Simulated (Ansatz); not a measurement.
Sb3. The state is a doublet with charge 0. Geometry r2SCAN-D4/def2-SVPD, that of the charge -1 singlet; atoms count from 1.

```xyz
3

Sb   -1.026   -0.995   -0.940
Sb   -0.604    0.556    1.219
Sb    1.630    0.439   -0.279
```

In the def2 sets Sb takes a core potential; there is no spin–orbit coupling. The charge 0 doublet is spin-contaminated (final ⟨S²⟩ up to 0.89, 0.75 for a pure state). The structure comes from a short search, and lower isomers may exist.

(1) Estimate the Mulliken populations from the PBE0/def2-TZVPD orbitals of Ansatz.

(2) Where does the spin sit?

(3) And the Mayer bond orders between bonded heavy atoms (over 0.3)?

Answers

(1) 
```
atom  charge (e)  spin (α − β)
 Sb1       -0.01          0.76
 Sb2        0.03         -0.52
 Sb3       -0.01          0.76
```
Mulliken values and Mayer orders depend strongly on the basis. With diffuse functions, as here, like atoms can get unlike values, and bond orders can come out too low or too high.

(2) Summed by element: Sb 1.00, of 1 unpaired in all. Largest on single atoms: Sb1 0.76, Sb3 0.76, Sb2 -0.52.

(3) Sb1–Sb2 1.36 (2.69 Å); Sb1–Sb3 1.01 (3.09 Å); Sb2–Sb3 1.36 (2.69 Å).
